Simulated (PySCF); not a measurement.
Species: C7H8O.
Numbering: `[CH:1]#[C:2][C:3]1=[C:4]([CH3:5])[CH2:6][O:7][CH2:8]1` (hydrogens: H9 on C1; H10, H11, H12 on C5; H13, H14 on C6; H15, H16 on C8)

Level: B3LYP/def2-SVPD in PySCF, non-relativistic, on one gas-phase PBE0-D3(BJ)/def2-SVP geometry that isn't relaxed in the solvent. The solvent is an IEF-PCM continuum (cavity from Bondi-type radii × 1.2). The model holds no explicit solvent molecules, cavitation or dispersion.

Gas phase at B3LYP/def2-SVPD: HOMO -6.39 eV, LUMO -0.99 eV, dipole 1.69 D.

Question: What does the continuum do to the energy, the frontier levels and the dipole at B3LYP/def2-SVPD in chloroform and acetonitrile?

Answer: 
| solvent | ε | E(solvent) − E(gas) (kJ/mol) | polarisation term (kJ/mol) | distortion of the solute (kJ/mol) | HOMO (eV) | LUMO (eV) | dipole (D) |
| --- | --- | --- | --- | --- | --- | --- | --- |
| chloroform | 4.711 | -14.16 | -15.64 | 1.48 | -6.34 | -0.94 | 2.05 |
| acetonitrile | 35.69 | -19.71 | -22.67 | 2.96 | -6.35 | -0.93 | 2.20 |

The polarisation term is half the interaction of the solute with the surface charges that it induces; the rest is the cost of distorting the solute's density. The sum is the electrostatic part of solvation alone. From chloroform to acetonitrile the lowering changes by a factor 1.39, Onsager's factor (ε − 1)/(2ε + 1) by 1.35 and ε itself by 7.6.

Question: Which radius a makes the point-dipole formula ΔE = −[(ε − 1)/(2ε + 1)]·μ²/a³ give the value in acetonitrile, with the gas-phase dipole?

Answer: μ = 0.664 au and |ΔE| = 0.00751 Eh give a = 1.61 Å; the farthest nucleus lies 4.17 Å from the centroid of the nuclei, so such a sphere wouldn't even hold the nuclei. The formula assumes a rigid point dipole at the centre of a sphere.

Question: How does the static polarisability (B3LYP/def2-SVPD, frozen core, with the continuum's full static response) change?

Answer: 
```tsv
medium	isotropic (au)	principal values (au)	⟨r²⟩ of the electrons (bohr²)
gas	89.2	59.8, 84.1, 123.6	992.1
chloroform	111.6	74.4, 102.8, 157.7	991.4
acetonitrile	122.0	83.2, 110.9, 171.9	991.1
```

The isotropic value in acetonitrile is 1.37 times the gas-phase one; no cavity-field correction is applied. ⟨r²⟩ is taken about the centre of nuclear charge.
